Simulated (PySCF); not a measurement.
Relaxation of singlet SbNF₂

Level of theory: PBE0/[Sb def2-TZVP with ECP28, N def2-TZVP, F def2-TZVP], scalar-relativistic core potentials, density fitting, no spin–orbit coupling, PySCF. A (50,194) grid was used.

A hand-made trigonal planar start, of C2v symmetry, held to at least that symmetry:

Coordinates in bohr (charge 0 multiplicity 1):
```
Sb   -0.0641   -0.1110    0.0000
N    -1.8877   -3.2695    0.0000
F     3.7909   -0.1110    0.0000
F    -1.9916    3.2275    0.0000
```

**Question.** What does it relax to?

**Answer.** It ends at C2v with Sb–F 1.889 Å (×2), Sb–N 1.813 Å; F–Sb–F 90.1°, F–Sb–N 134.9° (×2). The frequency run here used a shortcut that can spoil soft modes, so no verdict on minimum or saddle point is given. Other isomers or separated fragments may lie lower.

**Question.** How much energy is released, and in how many steps?

**Answer.** 106.6 kJ/mol in 6 steps.

The relaxation took about 50 core-seconds on a shared host.
